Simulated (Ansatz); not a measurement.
An input meant for SiH(vinyl)3 (C₆H₁₀Si) (charge 0, singlet; scaled by 1.25).

```yaml
crystal:
  periodic: [false, false, false]
  atoms:
    - {symbol: Si, position_ang: [0.000349, 0.001845, 0.082638]}
    - {symbol: H, position_ang: [0.016724, 0.006100, 1.389412]}
    - {symbol: C, position_ang: [1.525210, -0.251457, -0.472363]}
    - {symbol: C, position_ang: [2.104167, -0.420713, 0.221940]}
    - {symbol: H, position_ang: [1.430496, -0.225374, -1.220343]}
    - {symbol: H, position_ang: [2.038499, -0.360644, 1.009948]}
    - {symbol: H, position_ang: [2.859677, -0.567594, -0.109002]}
    - {symbol: C, position_ang: [-0.475429, 1.451754, -0.452881]}
    - {symbol: C, position_ang: [-0.861858, 2.002865, 0.252454]}
    - {symbol: H, position_ang: [-0.634302, 1.587646, -1.402154]}
    - {symbol: H, position_ang: [-0.690835, 2.264754, 1.035013]}
    - {symbol: H, position_ang: [-1.014300, 2.721306, -0.073611]}
    - {symbol: C, position_ang: [-0.848115, -1.029210, -0.438023]}
    - {symbol: C, position_ang: [-1.581885, -1.916835, 0.237407]}
    - {symbol: H, position_ang: [-0.936351, -1.329123, -1.188068]}
    - {symbol: H, position_ang: [-1.522073, -1.841080, 1.055570]}
    - {symbol: H, position_ang: [-1.846867, -2.239173, -0.052422]}
basis:
  gaussian: {orbitals: "6-31G*"}
hamiltonian: {xc: {name: r2SCAN0}}
output: {forces: true}
```

```sh
$ ansatz run in.yaml --threads 4 --pin off --events-out ev --progress --plain --max-ram 4787MiB
```

It prints (some lines left out):

```
Functional definition: r2SCAN0
1340 factors; integrals over basis functions are off by at most 5.2e-4 eV
mean field evaluation 1: about -14159.8780 eV, gradient 1.0e2 eV
mean field evaluation 2: about -14166.5003 eV, gradient 8.4e1 eV
mean field evaluation 4: about -14181.1366 eV, gradient 4.2e0 eV
mean field evaluation 8: about -14181.9989 eV, gradient 2.4e-1 eV
mean field evaluation 16: about -14181.9993 eV, gradient 6.5e-5 eV
mean field -14181.99927201 eV, -521.1788603418 hartree, gradient 2.2e-5 eV, S^2 0.000000; 0 other end points of the search recorded, 0 dependent functions left out
reference -14181.99927874 eV, -521.1788605893 hartree; 30, 30 occupied and 99, 99 virtual orbitals, 1340 factors
Total energy: -14181.99927874 eV, -521.1788605893 hartree
Atom 0 at     0.000349     0.001845     0.082638 Å, force     8.525065     9.491844     6.861666 eV/Å
Atom 1 at     0.016724     0.006100     1.389412 Å, force     0.085214     0.202472     5.195923 eV/Å
Atom 2 at     1.525210    -0.251457    -0.472363 Å, force   -51.872954    14.354479   -33.980948 eV/Å
Atom 3 at     2.104167    -0.420713     0.221940 Å, force    46.131579   -14.552647    44.287657 eV/Å
Atom 4 at     1.430496    -0.225374    -1.220343 Å, force    -1.684328     0.665506   -33.444507 eV/Å
Atom 5 at     2.038499    -0.360644     1.009948 Å, force    -1.927419     1.263150    25.943252 eV/Å
Atom 6 at     2.859677    -0.567594    -0.109002 Å, force    19.217959    -3.997741    -4.754764 eV/Å
Atom 7 at    -0.475429     1.451754    -0.452881 Å, force    22.473821   -34.459500   -41.760845 eV/Å
Atom 8 at    -0.861858     2.002865     0.252454 Å, force   -21.955092    18.284489    36.343700 eV/Å
Atom 9 at    -0.634302     1.587646    -1.402154 Å, force    -0.594163     1.016276    -5.955764 eV/Å
Atom 10 at    -0.690835     2.264754     1.035013 Å, force     3.047894     2.693588    18.236284 eV/Å
Atom 11 at    -1.014300     2.721306    -0.073611 Å, force    -7.187382    22.253883    -8.845315 eV/Å
Atom 12 at    -0.848115    -1.029210    -0.438023 Å, force   -11.528686    -9.870416    11.865080 eV/Å
Atom 13 at    -1.581885    -1.916835     0.237407 Å, force    82.005923   100.370140    71.435320 eV/Å
Atom 14 at    -0.936351    -1.329123    -1.188068 Å, force    -1.970228    -6.734539   -21.792011 eV/Å
Atom 15 at    -1.522073    -1.841080     1.055570 Å, force     0.456231     1.090386    20.179513 eV/Å
Atom 16 at    -1.846867    -2.239173    -0.052422 Å, force   -83.223434  -102.071369   -89.814241 eV/Å
Dipole moment:     0.005793     0.110049    -0.160799 e Å
```

What is wrong with this run?

The geometry is squeezed to about two thirds of its size. The run converged. The result belongs to that input, not to the species as meant.
